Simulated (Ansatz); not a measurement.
Frontier orbitals of C2H7AlClN, SMILES `C[NH][Al]([CH3])[Cl]`.

Total charge 0; spin multiplicity 1. The structure was optimised at the PBE0-D4/def2-TZVP level. It is one conformer, not always the lowest. Basis def2-TZVPP, Ansatz 0.2.0.

```
functional  HOMO (eV)  LUMO (eV)  gap (eV)
       PBE      -5.60      -0.74      4.86
    r2SCAN      -5.85      -0.33      5.52
      PBE0      -6.92       0.04      6.96
     BHLYP      -8.17       0.70      8.87
   ωB97M-V      -9.25       1.48     10.73
```

A quarter of exact exchange (PBE0) shifts PBE's HOMO by −1.32 eV and its LUMO by +0.79 eV; full exchange at long range (ωB97M-V) shifts them by −3.66 and +2.23 eV. The gap opens from 4.85 to 10.74 eV, since occupied levels lose self-interaction and empty ones feel all the electrons. A positive LUMO is unbound and depends on the basis.
